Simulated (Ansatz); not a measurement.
## Counterpoise correction, worked out

The pair of F⁻ (SMILES [F-], atom 1) and Si2H6 (SMILES [SiH3][SiH3], atoms 2–9), both closed shells, in one local arrangement (a lower one may exist), relaxed at PBE0-D4/def2-TZVPD:

```xyz
9
angstrom
F -0.5894 -0.1670 -2.0646
Si 0.1078 1.0975 0.6059
Si -0.1125 -0.9245 -0.5857
H 1.4971 1.2207 1.1703
H -0.1508 2.4570 0.0007
H -0.7719 1.0812 1.8264
H 0.3338 -1.5265 0.8224
H 1.0940 -1.5413 -1.2511
H -1.4081 -1.6971 -0.5244
```

Ansatz 0.2.0; basis: def2-TZVPPD; cores frozen in the correlated methods.

MP2 total energies in eV:

| system | geometry | basis functions | energy |
| --- | --- | --- | --- |
| pair | pair | all | -18543.11154 |
| F⁻ | as in the pair | all (partner as ghosts) | -2714.20548 |
| Si2H6 | as in the pair | all (partner as ghosts) | -15826.01384 |
| F⁻ | as in the pair | its own | -2714.14478 |
| Si2H6 | as in the pair | its own | -15825.98608 |
| F⁻ | free (PBE0-D4 minimum) | its own | -2714.14478 |
| Si2H6 | free (PBE0-D4 minimum) | its own | -15827.01162 |

(1) Work out the interaction energy with and without the counterpoise correction, the superposition error, and the binding energy from the relaxed fragments.

T1 diagnostic: at most 0.024.

Results:

(1) Without correction: -18543.11154 − (-2714.14478) − (-15825.98608) = -2.98068 eV.
With correction (each fragment in the whole basis): -18543.11154 − (-2714.20548) − (-15826.01384) = -2.89222 eV = -66.70 kcal/mol.
The superposition error is the difference, 0.08846 eV, 3 % of the uncorrected value: each fragment borrows its partner's functions.
Deformation from the free shapes: 0.00000 eV for F⁻ and 1.02554 eV for Si2H6.
Binding energy from relaxed fragments: -2.89222 + 0.00000 + 1.02554 = -1.86668 eV = -43.05 kcal/mol (electronic, without zero-point energy; negative means bound). The deformation is large: the pair is on the way to a chemical bond or a shared proton. For comparison, the corrected interaction energy by CCSD(T) at an estimated basis limit (MP2 extrapolated from triple and quadruple zeta, plus CCSD(T) − MP2 in triple zeta) is -3.040 eV.

For scale, one of the runs: CCSD(T)/def2-TZVPPD, 238 basis functions, launched by `ansatz run in.yaml --threads 4 --pin off --events-out ev --progress --plain --max-ram 9574MiB`. The run took 81 s on 4 CPU threads of an Arm Neoverse V1 (shared host), with 4.2 GiB of host memory at its peak.
